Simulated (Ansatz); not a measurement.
`[F][Hf]([Cl])([Cl])[Cl]` + H₂Se → `[Cl][Hf]([Cl])([Cl])[SeH]` + H–F at 400 K and 1 bar (ligand exchange at the Hf–F bond).

Calculated with Ansatz (gas phase, PBE0-D4/def2-TZVP geometries, no zero-point term in ΔE). CCSD(T)/CBS adds triple-zeta CCSD(T) − MP2 to the extrapolated MP2 energy (def2 sets, frozen cores). This one scheme is used for every species. def2 core potentials past Kr. For Hf, Se outer-core shells are correlated without core-valence functions, which leaves a few kJ/mol of doubt a bond. Scalar relativity is left out up to krypton. One conformer a species, not always the lowest.

```csv
species,CCSD(T)/CBS energy (Eh),H − E (kJ/mol),S (J/(mol·K))
`[F][Hf]([Cl])([Cl])[Cl]`,-1527.34680,46.6,404.1
H₂Se,-2401.89790,49.4,229.5
`[Cl][Hf]([Cl])([Cl])[SeH]`,-3828.82210,66.9,462.9
H–F,-100.39570,36.5,182.2
```

H − E and S are ideal-gas, rigid-rotor, harmonic terms from PBE0-D4/def2-TZVP, for one conformer and one mirror image of each species. 1 Eh = 2625.50 kJ/mol, R = 8.31446 J/(mol·K).

**Question.** By hand: ΔE, ΔH, ΔS and ΔG.

**Answer.** ΔE = (-3828.82210) + (-100.39570) − (-1527.34680) − (-2401.89790) = 0.02690 Eh = 70.6 kJ/mol. Δ(H − E) = 66.9 + 36.5 − 46.6 − 49.4 = 7.4, so ΔH = 78.0 kJ/mol. ΔS = 462.9 + 182.2 − 404.1 − 229.5 = 11.5 J/(mol·K). ΔG = 78.0 − 400 × (11.5)/1000 = 73.4 kJ/mol.

**Question.** By hand: the equilibrium constant, and the temperature at which ΔG would vanish if ΔH and ΔS stayed fixed.

**Answer.** log₁₀ K = −ΔG/(RT ln 10) = -9.6. ΔG = 0 at ΔH/ΔS = 6783 K, far beyond where these terms or the molecules hold.

The number of gas molecules stays the same, so ΔS is small and ΔH decides. A doubt of 5 kJ/mol in ΔE shifts log₁₀ K by 0.7 here. Other conformers and mirror images would add mixing entropy, several J/(mol·K) or more a flexible species. These are equilibria of isolated gas molecules and say nothing of rates. Largest T1 diagnostic: 0.014 (customary marks: 0.02 for closed shells, 0.045 for open ones).
